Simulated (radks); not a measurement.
Q: Species: Dy II. Configuration: [Xe] 4f10 6s1. Calculated with a radial shooting solver on a logarithmic mesh with Libxc functionals: Dirac Kohn-Sham, Slater X-alpha with alpha = 0.626, spin-unpolarised, spherical densities, finite nucleus; open shells fill j = l - 1/2 first; Fermi nuclear charge, rms radius 5.2218 fm. Some entries of the table are withheld. Estimate them.

| orbital | occ. | eigenvalue (eV) | <r> (bohr) |
|---|---|---|---|
| 1s1/2 | 2 | -53505.61 | 0.02114 |
| 2s1/2 | 2 | -8904.374 | 0.08933 |
| 2p1/2 | 2 | -8471.070 | 0.07445 |
| 2p3/2 | 4 | -7673.208 | 0.08150 |
| 3s1/2 | 2 | -1983.350 | 0.2346 |
| 3p1/2 | 2 | (1) | 0.2242 |
| 3p3/2 | 4 | (2) | 0.2376 |
| 3d3/2 | 4 | -1301.721 | 0.2100 |
| 3d5/2 | 6 | -1265.589 | 0.2141 |
| 4s1/2 | 2 | -394.8617 | 0.5307 |
| 4p1/2 | 2 | (3) | (4) |
| 4p3/2 | 4 | (5) | (6) |
| 4d3/2 | 4 | -160.1329 | 0.6050 |
| 4d5/2 | 6 | -153.4168 | 0.6160 |
| 5s1/2 | 2 | -53.4198 | 1.305 |
| 5p1/2 | 2 | (7) | 1.478 |
| 5p3/2 | 4 | (8) | 1.589 |
| 6s1/2 | 1 | -8.0162 | 3.784 |
| 4f5/2 | 6 | -7.8802 | 0.8815 |
| 4f7/2 | 4 | -7.0183 | 0.9051 |

A: 
(1) 3p1/2 eigenvalue (eV): -1793.994
(2) 3p3/2 eigenvalue (eV): -1628.531
(3) 4p1/2 eigenvalue (eV): -320.2853
(4) 4p1/2 <r> (bohr): 0.5412
(5) 4p3/2 eigenvalue (eV): -283.1224
(6) 4p3/2 <r> (bohr): 0.5722
(7) 5p1/2 eigenvalue (eV): -33.3712
(8) 5p3/2 eigenvalue (eV): -28.6809
